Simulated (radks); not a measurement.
Task: Spherical quantum dot in the effective-mass picture: electrons in a hard-walled sphere of radius 6.33, with a point charge +2 (a donor) at the centre, all in effective atomic units (hartree* = m*/eps^2 hartree, bohr* = eps/m* bohr), one dielectric constant everywhere. Calculated with a radial shooting solver with Libxc functionals: non-relativistic Kohn-Sham, r2SCAN, spin-polarised, spherical densities, generalised Kohn-Sham scheme. Levels are named by radial order and angular momentum (1s, 1p, 1d, 2s, ...), and open shells are averaged over m. Each electron was tried in the lowest free levels, single moves between levels near the top were tried too, and the lowest total energy was kept; such a search can miss a lower state. Give the order in which the levels fill up to N = 43, the shell closures and the spin along the way.

Result: Shells are first occupied in the order 1s, 2s, 1p, 1d, 1f, 1g. Open shells at each N (closed shells left out): 1: 1s(up 1, down 0); 2: none; 3: 2s(up 1, down 0); 4: none; 5: 1p(up 2, down 0) 2s(up 1, down 0); 6: 1p(up 3, down 0) 2s(up 1, down 0); 7: 1p(up 3, down 0); 8: 1p(up 3, down 1); 9: 1p(up 3, down 2); 10: none; 11: 1d(up 1, down 0); 12: 1d(up 2, down 0); 13: 1d(up 3, down 0); 14: 1d(up 4, down 0); 15: 1d(up 5, down 0); 16: 1d(up 5, down 1); 17: 1d(up 5, down 2); 18: 1d(up 5, down 3); 19: 1d(up 5, down 4); 20: none; 21: 1f(up 1, down 0); 22: 1f(up 2, down 0); 23: 1f(up 3, down 0); 24: 1f(up 4, down 0); 25: 1f(up 5, down 0); 26: 1f(up 6, down 0); 27: 1f(up 7, down 0); 28: 1f(up 7, down 1); 29: 1f(up 7, down 2); 30: 1f(up 7, down 3); 31: 1f(up 7, down 4); 32: 1f(up 7, down 5); 33: 1f(up 7, down 6); 34: none; 35: 1g(up 1, down 0); 36: 1g(up 2, down 0); 37: 1g(up 3, down 0); 38: 1g(up 4, down 0); 39: 1g(up 5, down 0); 40: 1g(up 6, down 0); 41: 1g(up 7, down 0); 42: 1g(up 8, down 0); 43: 1g(up 9, down 0). All shells are closed at N = 2, 4, 10, 20, 34 (there: 1s2 1p6 1d10 2s2 1f14). Largest 2S: 9, at N = 43.
